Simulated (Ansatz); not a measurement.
One geometry of the cluster NbS₄, several levels of theory.

```yaml
crystal:
  periodic: [false, false, false]
  atoms:
    - {symbol: Nb, position_ang: [-0.468291, 0.388948, 0.701502]}
    - {symbol: S, position_ang: [-0.944283, -1.295810, -0.892223]}
    - {symbol: S, position_ang: [1.809254, 0.299441, 0.061448]}
    - {symbol: S, position_ang: [-1.356727, 2.254063, 0.146869]}
    - {symbol: S, position_ang: [0.960057, -1.646641, -0.017595]}
basis:
  gaussian: {orbitals: def2-TZVP, initial_orbitals: start.molden}
magnetization: {spin_polarized: true, initial_magnetization: 1}
hamiltonian: {xc: pbe, dispersion: d4}
scf: {omitted_lower_state_checks: [starts]}
output: {orbitals: {seedname: orbitals}}
```

The file start.molden holds the orbitals of an earlier run on this structure, at another level or in another basis.

```sh
$ ansatz run in.yaml --threads 4 --pin off --events-out ev --progress --plain --max-ram 4787MiB
```

Shortened log:

```
Functional definition: PBE
1362 factors; their error is unknown
mean field evaluation 1: about -44879.1572 eV, gradient 1.1e1 eV
mean field evaluation 2: about -44879.3407 eV, gradient 3.5e-1 eV
mean field evaluation 4: about -44879.3369 eV, gradient 1.1e-1 eV
mean field evaluation 8: about -44879.3370 eV, gradient 2.0e-5 eV
mean field -44879.33701268 eV, -1649.2852149089 hartree, gradient 2.0e-5 eV, S^2 0.759443; 0 other end points of the search recorded, 0 dependent functions left out
reference -44879.33706320 eV, -1649.2852167653 hartree; 39, 38 occupied and 149, 150 virtual orbitals, 1362 factors
Total energy: -44879.63417625 eV, -1649.2961354686 hartree
Checks for a lower state left out: starts
```

Hardware: 4 threads of Arm Neoverse V2 on a shared host. Wall time 4.5 s.

As the first input, with `gaussian: {orbitals: def2-SVP, initial_orbitals: start.molden}` (abridged; 2.3 s):

```
Functional definition: PBE
mean field -44863.58095238 eV, -1648.7061903726 hartree, gradient 2.6e-5 eV, S^2 0.759248
Total energy: -44863.87812115 eV, -1648.7171111235 hartree
Checks for a lower state left out: starts
```

First input, but with `gaussian: {orbitals: def2-TZVPD, initial_orbitals: start.molden}`, `hamiltonian: {xc: pbe0, dispersion: d4}` (abridged; 13 s):

```
Functional definition: PBE0
mean field -44881.27693941 eV, -1649.3565059013 hartree, gradient 2.7e-5 eV, S^2 0.765507
Total energy: -44881.53316886 eV, -1649.3659221599 hartree
Checks for a lower state left out: starts
```

The first input with `gaussian: {orbitals: def2-TZVPD, initial_orbitals: start.molden}` (abridged; 6.5 s):

```
Functional definition: PBE
mean field -44879.38039008 eV, -1649.2868089990 hartree, gradient 2.1e-5 eV, S^2 0.759494
Total energy: -44879.67757716 eV, -1649.2977304224 hartree
Checks for a lower state left out: starts
```

The first input with `hamiltonian: {xc: pbe}`, `correlation: {method: rpa}` and without the key `output` (abridged; 7.5 s):

```
Functional definition: PBE
mean field -44879.33700249 eV, -1649.2852145342 hartree, gradient 4.8e-6 eV, S^2 0.759443
20 core orbitals not correlated: weight in the atoms' cores, before any rotation towards them, 1.000 or more for the frozen orbitals, at most 0.000 for the correlated occupied ones
Total energy: -44849.43363525 eV, -1648.1862860576 hartree
Checks for a lower state left out: starts
```

First input, but with `hamiltonian: {xc: r2scan, dispersion: d4}` (abridged; 14 s):

```
Functional definition: r2SCAN
mean field -44894.82791946 eV, -1649.8544952327 hartree, gradient 1.2e-5 eV, S^2 0.765733
Total energy: -44894.89105426 eV, -1649.8568153938 hartree
Checks for a lower state left out: starts
```

Geometry: PBE0-D4/def2-SVP.

In the def2 sets Nb takes a core potential; there is no spin–orbit coupling. Correlated methods freeze 20 core orbitals; core or outer-core shells of Nb are correlated, in sets that lack core-valence functions. The structure comes from a short search, and lower isomers may exist.
